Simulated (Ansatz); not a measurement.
Consider the formal exchange of groups at the Sn–Ga bond: `[CH3][SnH2][GaH2]` + `C[SiH3]` → `C[SiH2][SnH2][CH3]` + `[GaH3]`.

Isolated molecules relaxed with PBE0-D4/def2-TZVP in Ansatz; ΔE leaves out vibrations. CBS: MP2 limit from def2 TZ/QZ plus the TZ coupled-cluster correction, frozen cores. This one scheme is used for every species. DFT in def2-TZVPP. Elements past krypton have def2 core potentials. For Ga, Sn outer-core shells are correlated without core-valence functions, which leaves a few kJ/mol of doubt a bond. Scalar relativity is left out up to krypton. Each species was taken in one conformer, which may not be the lowest.

```json
{"level": "PBE", "ΔE (kcal/mol)": "7.2"}
{"level": "CCSD/CBS(def2)", "ΔE (kcal/mol)": "7.9"}
```

Task: What does CCSD(T)/CBS give? (Best estimate.)

Result: Ansatz gave: +7.5 kcal/mol. The listed levels differ from it by -0.3, 0.4 kcal/mol.

Largest T1 diagnostic among the species: 0.013.

In def2-TZVPP, CCSD(T) changes the Hartree–Fock value by −1.6 kcal/mol (the triples alone add −0.3 kcal/mol) and MP2 by −1.6 kcal/mol. The D4 term adds −1.1 kcal/mol with B3LYP and −0.6 kcal/mol with PBE0; it sums over pairs of atoms, weighted by their polarisabilities, and B3LYP, whose exchange is more repulsive, gets the larger term.

B3LYP here is the variant with VWN-RPA as its local correlation; programs differ in this.
